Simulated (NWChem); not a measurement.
InH₃; SMILES [InH3]

def2 effective core potentials on In; no spin-orbit coupling.

### Question
Give the equilibrium geometry at PBE-D3(BJ)/def2-SVP with def2 effective core potentials on In (NWChem) as a Z-matrix, with the point group.

### Answer
point group D3h; any orientation.
```
In
H 1 1.7451
H 1 1.7451 2 120.00
H 1 1.7451 2 120.00 3 180.00
```
